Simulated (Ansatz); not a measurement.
A made-up structure of C₂H₃Te (charge -1), singlet:

```xyz
6
angstrom
C -0.2548 -0.6564 -0.6919
C -0.0993 0.4355 -0.1081
Te 1.7184 -0.5740 0.8058
H -1.0075 -1.0516 0.0055
H 0.4325 1.0116 -0.7510
H -0.7893 0.8348 0.7396
```

It is relaxed with PBE-D4/def2-SVPD and then PBE0-D4/def2-TZVPD (Ansatz 0.2.0). Atoms count as bonded within 1.22 times the sum of their covalent radii (H–H: 0.88 Å). The end point is not checked to be a true minimum.

Does its bonding change? (A judgement: the text doesn't fix the answer.)

Computed: Yes. Formed: none; broken: C2–Te3.

Where it ends: The first stage lowers the energy by 3.78 eV in 18 steps. It ends as C₂H₃Te ([CH2][CH][Te]), total charge -1:
```
6
angstrom
C 0.0261 -0.5609 0.0887
C -0.2959 0.7214 -0.1104
Te 1.9355 -1.4206 0.1992
H -0.7930 -1.2694 0.2121
H 0.4640 1.4868 -0.2422
H -1.3368 1.0427 -0.1473
```

Labels in which every atom is bracketed show which atoms are joined, not bond orders.

For scale, one of the runs: PBE0-D4/def2-TZVPD relaxation, 160 basis functions, launched by `ansatz run in.yaml --threads 2 --pin off --events-out ev --progress --plain --max-ram 4352MiB`. Hardware: 2 CPU threads of an Arm Neoverse V1, shared host. Wall time about 26 s.
